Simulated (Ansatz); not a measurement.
Cost and result for the atomization energy of `[OH][GeH]1[NH]C=[C]1F` (10 atoms, 10 bonds).

```xyz
10

O     0.659   -1.577   -1.573
Ge   -0.266   -0.773   -0.302
N    -0.465    1.104   -0.531
C     0.240    1.296    0.694
C     0.696    0.110    1.120
F     1.554   -0.150    2.100
H     0.154   -2.252   -2.031
H    -1.570   -1.556   -0.062
H    -1.393    1.514   -0.534
H     0.392    2.285    1.118
```

Total charge 0; spin multiplicity 1. Correlated methods include outer-core shells of Ge, which these sets cover unevenly. Scalar relativity is left out up to krypton. All single points use the PBE0-D4/def2-TZVP geometry. It is one conformer, not always the lowest. Program: Ansatz. All runs use 4 threads of an Arm Neoverse V1 on a shared host. Times are those of one run each, without the atoms' runs, and a repeat can differ threefold. Electronic energies, without spin–orbit coupling; frozen cores. CCSD(T)/CBS adds CCSD(T) − MP2 in def2-TZVPP to the MP2 limit, and its time is that of the two runs behind it. T1 = 0.013. With those shells the extrapolation isn't a true limit. B3LYP takes the VWN-RPA correlation (the form of Gaussian; ORCA's B3LYP/G). HSE06 is the plane-wave form, built on full-range PBE exchange.

CCSD(T)/CBS is a level of theory with its own doubt, some kJ/mol a heavy atom from the limit and from the frozen cores, so smaller differences don't rank the functionals.

```json
{"level": "BLYP-D4/def2-TZVPP", "functions": "259", "wall time": "2.4 s", "atomization (kcal/mol)": "908.8", "difference from CCSD(T)/CBS": "2.9", "per bond": "0.3"}
{"level": "BHLYP-D4/def2-TZVPP", "functions": "259", "wall time": "3.8 s", "atomization (kcal/mol)": "855.9", "difference from CCSD(T)/CBS": "-50.0", "per bond": "-5.0"}
{"level": "HSE06-D4/def2-TZVPP", "functions": "259", "wall time": "4.2 s", "atomization (kcal/mol)": "909.3", "difference from CCSD(T)/CBS": "3.4", "per bond": "0.3"}
{"level": "CAM-B3LYP-D4/def2-TZVPP", "functions": "259", "wall time": "4.3 s", "atomization (kcal/mol)": "906.3", "difference from CCSD(T)/CBS": "0.4", "per bond": "0.0"}
{"level": "r2SCAN-D4/def2-TZVPP (with forces)", "functions": "259", "wall time": "6 s", "atomization (kcal/mol)": "907.3", "difference from CCSD(T)/CBS": "1.4", "per bond": "0.1"}
{"level": "B3LYP-D4/def2-TZVPP (with forces)", "functions": "259", "wall time": "6 s", "atomization (kcal/mol)": "899.9", "difference from CCSD(T)/CBS": "-6.0", "per bond": "-0.6"}
{"level": "r2SCANh-D4/def2-TZVPP", "functions": "259", "wall time": "6.5 s", "atomization (kcal/mol)": "896.5", "difference from CCSD(T)/CBS": "-9.4", "per bond": "-0.9"}
{"level": "ωB97X-V/def2-TZVPP", "functions": "259", "wall time": "9.5 s", "atomization (kcal/mol)": "908.6", "difference from CCSD(T)/CBS": "2.7", "per bond": "0.3"}
{"level": "B97M-V/def2-TZVPP", "functions": "259", "wall time": "11 s", "atomization (kcal/mol)": "907.4", "difference from CCSD(T)/CBS": "1.5", "per bond": "0.1"}
{"level": "CCSD(T)/def2-SVP", "functions": "122", "wall time": "15 s", "atomization (kcal/mol)": "840.1", "difference from CCSD(T)/CBS": "-65.8", "per bond": "-6.6"}
{"level": "MP2/def2-QZVPP", "functions": "494", "wall time": "30 s", "atomization (kcal/mol)": "923.4", "difference from CCSD(T)/CBS": "17.5", "per bond": "1.8"}
{"level": "CCSD(T)/def2-TZVPP", "functions": "259", "wall time": "6.2 min", "atomization (kcal/mol)": "878.2", "difference from CCSD(T)/CBS": "-27.7", "per bond": "-2.8"}
{"level": "CCSD(T)/CBS(def2)", "functions": "–", "wall time": "6.7 min", "atomization (kcal/mol)": "905.9", "difference from CCSD(T)/CBS": "0.0", "per bond": "0.0"}
```

From PBE to PBE0 (25 % exact exchange), in def2-TZVPP and without D4, the atomization energy moves by −31.5 kcal/mol: exact exchange takes away binding that semilocal exchange gives to molecules. At CCSD(T), def2-SVP lies −65.9 kcal/mol from the extrapolated value and def2-TZVPP −27.7 kcal/mol: correlation converges slowly with the basis, and small sets miss more of it in the bonded molecule than in its fragments. The D4 term adds +8.4 kcal/mol with B3LYP and +4.4 kcal/mol with PBE0; it sums over pairs of atoms, weighted by their polarisabilities, and B3LYP, whose exchange is more repulsive, gets the larger term.

For some Ge, Se and Sn compounds the MP2-based and the directly extrapolated limit differ by 10 to 25 kJ/mol.
